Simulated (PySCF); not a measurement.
# Gas-phase XPS of GeH2(SiMe3)2, computed

GeH2(SiMe3)2, C6H20GeSi2.
Cartesian coordinates in Å at the PBE0-D3(BJ)/def2-SVP level; atoms count from 1:
```
atom  x, y, z in Å
Ge1    1.3177   -0.0039    0.6656
H2     1.5714   -0.0595    2.1942
H3     2.7200    0.0508    0.0074
Si4    0.1056    1.9790    0.1180
C5     0.8350    3.4791    0.9977
C6     0.1912    2.2434   -1.7488
C7    -1.6977    1.7627    0.6354
H8     0.2702    4.3892    0.7355
H9     1.8866    3.6362    0.7120
H10    0.7962    3.3564    2.0911
H11    1.2322    2.3821   -2.0803
H12   -0.2254    1.3840   -2.2968
H13   -0.3791    3.1414   -2.0382
H14   -2.1657    0.9192    0.1040
H15   -1.7847    1.5729    1.7167
H16   -2.2780    2.6707    0.4029
Si17   0.1505   -1.9827    0.0112
C18   -0.5089   -1.7723   -1.7456
C19    1.2926   -3.4817    0.0785
C20   -1.2955   -2.2382    1.1970
H21   -1.0162   -2.6928   -2.0783
H22    0.3027   -1.5556   -2.4576
H23   -1.2369   -0.9475   -1.8010
H24    2.1487   -3.3571   -0.6026
H25    1.6887   -3.6336    1.0945
H26    0.7506   -4.3953   -0.2175
H27   -0.9366   -2.3820    2.2281
H28   -1.9795   -1.3755    1.1954
H29   -1.8752   -3.1317    0.9117
```

Computed with delta-SCF UKS SCAN, pcX-2 on the ionised atom, pcseg-1 elsewhere, spin-free X2C (PySCF 2.14.0). These are vertical core ionisation energies against the vacuum level, from separate self-consistent calculations with and without the core hole.

Q: List the computed XPS lines with their assignment.

A: 
```json
{"atom(s)": "Si4/Si17", "environment": "silicon bonded to 3 C and Ge", "level": "Si 2p3/2", "binding energy (eV)": "105.52", "2p1/2 (eV)": "106.14", "count": "2"}
{"atom(s)": "Si4/Si17", "environment": "silicon bonded to 3 C and Ge", "level": "Si 1s", "binding energy (eV)": "1845.32", "2p1/2 (eV)": "–", "count": "2"}
{"atom(s)": "C5 (×6)", "environment": "carbon bonded to Si and 3 H", "level": "C 1s", "binding energy (eV)": "289.69", "2p1/2 (eV)": "–", "count": "6"}
```

Q: Which effective nuclear charge Zeff reproduces each element's mean 1s value in the hydrogen-like formula E = 13.606 eV × Zeff²?

A: C (Z = 6): mean 289.7 eV, Zeff = 4.61, Z − Zeff = 1.39; Si (Z = 14): mean 1845.3 eV, Zeff = 11.65, Z − Zeff = 2.35. Means run over the listed sites, weighted by atom count.

Q: Express the binding energy of Si 1s of Si4/Si17 in atomic units and per mole.

A: 1845.32 eV = 67.8143 Eh = 178046 kJ/mol.

One atom of each set of topologically equivalent atoms was ionised and stands for the set; in this conformer not all members are related by symmetry, and their own values weren't computed. The 2p values aren't plain energy differences: one relaxed spin-free 2p hole is combined with a matrix within the shell (ground-state 2p orbital-energy differences and spin–orbit coupling). 2p3/2, the mean of its two sublevels, lies a third of the splitting below the shell's mean and 2p1/2 two thirds above it; the statistical areas are 2:1. 2p1/2 minus 2p3/2 (ligand field included): Si 0.62 eV. No level of germanium is listed. Isolated species at its PBE0-D3(BJ)/def2-SVP geometry, gas phase.
